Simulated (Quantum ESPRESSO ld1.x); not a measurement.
Values are calculated unless marked as measured or tabulated.
Problem. These are the eigenvalues of the occupied orbitals of an atom or ion with whole-number occupations (Ry). Code: ld1.x of Quantum ESPRESSO 7.5. Model: Dirac Kohn-Sham, relativistic LDA (MacDonald-Vosko exchange, VWN5 correlation), spin-unpolarised, spherical densities, point nucleus.

1s1/2: -2613.78
2s1/2: -410.754
2p1/2: -386.951
2p3/2: -361.317
3s1/2: -85.7190
3p1/2: -75.6867
3p3/2: -70.7724
3d3/2: -52.9973
3d5/2: -51.9485
4s1/2: -16.4739
4p1/2: -12.8616
4p3/2: -11.8496
4d3/2: -5.94708
4d5/2: -5.77865
5s1/2: -2.35740
5p1/2: -1.46876
5p3/2: -1.34510

Which element is it, and in what charge state? The configuration may be excited. Open shells, if any, fill j = l - 1/2 first.

Solution. Z = 55, caesium, charge +1: Cs+ in [Xe]. The list shows which subshells hold electrons but not how many an open one holds; the 1s level, -1306.9 hartree, gives Z - s = 51.1 by -(Z - s)^2/2, which with screening and relativity narrows Z to a few neighbours, and the depths of the outer levels then fix element, charge and occupations together.
